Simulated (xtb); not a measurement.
xtb input file for Cd(F)(OH) (CdFHO), SMILES [F][Cd][OH], GFN2-xTB. 

```
$ xtb mol.xyz --gfn 2 --sp --chrg 0 --uhf 0 --json
$ cat mol.xyz
4

Cd     0.24517918    -0.00437768     0.00000000
F     -0.64784080    -1.70414131    -0.00000000
O     -0.71737626     1.63746922     0.00000000
H     -0.19902336     2.44764691    -0.00000000
```

It prints:

```
[banner left out]
          |                Calculation Setup                |
           -------------------------------------------------



           -------------------------------------------------
          |                 G F N 2 - x T B                 |
           -------------------------------------------------

        Reference                      10.1021/acs.jctc.8b01176
      * Hamiltonian:
        H0-scaling (s, p, d)           1.850000    2.230000    2.230000
        zeta-weighting                 0.500000
      * Dispersion:
        s8                             2.700000
        a1                             0.520000
        a2                             5.000000
        s9                             5.000000
      * Repulsion:
        kExp                           1.500000    1.000000
        rExp                           1.000000
      * Coulomb:
        alpha                          2.000000
        third order                    shell-resolved
        anisotropic                    true
        a3                             3.000000
        a5                             4.000000
        cn-shift                       1.200000
        cn-exp                         4.000000
        max-rad                        5.000000


          ...................................................
          :                      SETUP                      :
          :.................................................:
          :  # basis functions                  13          :
          :  # atomic orbitals                  13          :
          :  # shells                            7          :
          :  # electrons                        16          :
          :  max. iterations                   250          :
          :  Hamiltonian                  GFN2-xTB          :
          :  restarted?                      false          :
          :  GBSA solvation                  false          :
          :  PC potential                    false          :
          :  electronic temp.          300.0000000     K    :
          :  accuracy                    1.0000000          :
          :  -> integral cutoff          0.2500000E+02      :
          :  -> integral neglect         0.1000000E-07      :
          :  -> SCF convergence          0.1000000E-05 Eh   :
          :  -> wf. convergence          0.1000000E-03 e    :
          :  Broyden damping             0.4000000          :
          :  net charge                          0          :
          :  unpaired electrons                  0          :
          ...................................................

 iter      E             dE          RMSdq      gap      omega  full diag
   1     -9.8786150 -0.987862E+01  0.166E+01    4.20       0.0  T
   2     -9.9059927 -0.273777E-01  0.909E+00    3.00       1.0  T
   3     -9.8653947  0.405980E-01  0.368E+00    4.30       1.0  T
   4     -9.9175990 -0.522043E-01  0.525E-01    3.36       1.0  T
   5     -9.9181542 -0.555224E-03  0.337E-01    3.45       1.0  T
   6     -9.9181468  0.741748E-05  0.197E-01    3.47       1.0  T
   7     -9.9181868 -0.400374E-04  0.314E-02    3.44       1.6  T
   8     -9.9181880 -0.118763E-05  0.245E-02    3.45       2.0  T
   9     -9.9181896 -0.161694E-05  0.225E-03    3.45      22.2  T
  10     -9.9181896 -0.402722E-08  0.487E-04    3.45     102.7  T
  11     -9.9181896 -0.212168E-10  0.150E-04    3.45     333.8  T

   *** convergence criteria satisfied after 11 iterations ***

         #    Occupation            Energy/Eh            Energy/eV
      -------------------------------------------------------------
         1        2.0000           -0.7733614             -21.0442
         2        2.0000           -0.6950666             -18.9137
         3        2.0000           -0.5674123             -15.4401
         4        2.0000           -0.5157870             -14.0353
         5        2.0000           -0.4715806             -12.8324
         6        2.0000           -0.4607218             -12.5369
         7        2.0000           -0.4590768             -12.4921
         8        2.0000           -0.4586539             -12.4806 (HOMO)
         9                         -0.3318385              -9.0298 (LUMO)
        10                         -0.0848067              -2.3077
        11                          0.0095993               0.2612
        12                          0.1116811               3.0390
        13                          0.4156479              11.3104
      -------------------------------------------------------------
                  HL-Gap            0.1268155 Eh            3.4508 eV
             Fermi-level           -0.3952462 Eh          -10.7552 eV

 SCC (total)                   0 d,  0 h,  0 min,  0.001 sec
 SCC setup                      ...        0 min,  0.000 sec (  3.776%)
 Dispersion                     ...        0 min,  0.000 sec (  1.360%)
 classical contributions        ...        0 min,  0.000 sec (  0.741%)
 integral evaluation            ...        0 min,  0.000 sec ( 12.849%)
 iterations                     ...        0 min,  0.001 sec ( 58.159%)
 molecular gradient             ...        0 min,  0.000 sec ( 17.597%)
 printout                       ...        0 min,  0.000 sec (  5.089%)

         :::::::::::::::::::::::::::::::::::::::::::::::::::::
         ::                     SUMMARY                     ::
         :::::::::::::::::::::::::::::::::::::::::::::::::::::
         :: total energy              -9.897648735996 Eh    ::
         :: gradient norm              0.000194363760 Eh/a0 ::
         :: HOMO-LUMO gap              3.450824237719 eV    ::
         ::.................................................::
         :: SCC energy                -9.918189681832 Eh    ::
         :: -> isotropic ES            0.116770855996 Eh    ::
         :: -> anisotropic ES          0.002406265974 Eh    ::
         :: -> anisotropic XC         -0.002258617053 Eh    ::
         :: -> dispersion             -0.001158035681 Eh    ::
         :: repulsion energy           0.020540945836 Eh    ::
         :: add. restraining           0.000000000000 Eh    ::
         :: total charge               0.000000000000 e     ::
         :::::::::::::::::::::::::::::::::::::::::::::::::::::

           -------------------------------------------------
          |                Property Printout                |
           -------------------------------------------------

    * Orbital Energies and Occupations

         #    Occupation            Energy/Eh            Energy/eV
      -------------------------------------------------------------
         1        2.0000           -0.7733614             -21.0442
         2        2.0000           -0.6950666             -18.9137
         3        2.0000           -0.5674123             -15.4401
         4        2.0000           -0.5157870             -14.0353
         5        2.0000           -0.4715806             -12.8324
         6        2.0000           -0.4607218             -12.5369
         7        2.0000           -0.4590768             -12.4921
         8        2.0000           -0.4586539             -12.4806 (HOMO)
         9                         -0.3318385              -9.0298 (LUMO)
        10                         -0.0848067              -2.3077
        11                          0.0095993               0.2612
        12                          0.1116811               3.0390
        13                          0.4156479              11.3104
      -------------------------------------------------------------
                  HL-Gap            0.1268155 Eh            3.4508 eV
             Fermi-level           -0.3952462 Eh          -10.7552 eV
Note: The following floating-point exceptions are signalling: IEEE_DENORMAL
normal termination of xtb

     #   Z          covCN         q      C6AA      α(0)
     1  48 Cd       1.430     0.518   188.864    26.379
     2   9 F        0.677    -0.344    12.852     4.232
     3   8 O        1.546    -0.499    22.944     6.462
     4   1 H        0.818     0.325     0.649     1.264

 Mol. C6AA /au·bohr⁶  :        511.323808
 Mol. C8AA /au·bohr⁸  :      29027.581966
 Mol. α(0) /au        :         38.337201


Wiberg/Mayer (AO) data.
largest (>0.10) Wiberg bond orders for each atom

 ---------------------------------------------------------------------------
     #   Z sym  total        # sym  WBO       # sym  WBO       # sym  WBO
 ---------------------------------------------------------------------------
     1  48 Cd   1.851 --     3 O    0.988     2 F    0.846
     2   9 F    1.087 --     1 Cd   0.846     3 O    0.239
     3   8 O    2.104 --     1 Cd   0.988     4 H    0.877     2 F    0.239
     4   1 H    0.895 --     3 O    0.877
 ---------------------------------------------------------------------------

Topologies differ in total number of bonds
Writing topology from bond orders to xtbtopo.mol

molecular dipole:
                 x           y           z       tot (Debye)
 q only:        1.215       1.062       0.000
   full:        1.873       1.168      -0.000       5.610
molecular quadrupole (traceless):
                xx          xy          yy          xz          yz          zz
 q only:       -0.578       0.254      -0.756       0.000       0.000       1.334
  q+dip:       -0.549       0.791      -1.219      -0.000      -0.000       1.768
   full:       -0.226       0.557      -3.013      -0.000       0.000       3.239


           -------------------------------------------------
          | TOTAL ENERGY               -9.897648735996 Eh   |
          | GRADIENT NORM               0.000194363760 Eh/α |
          | HOMO-LUMO GAP               3.450824237719 eV   |
           -------------------------------------------------

------------------------------------------------------------------------
------------------------------------------------------------------------
 total:
 SCF:
```

The run converged.

Cost: around 0.020 core-seconds (rough).
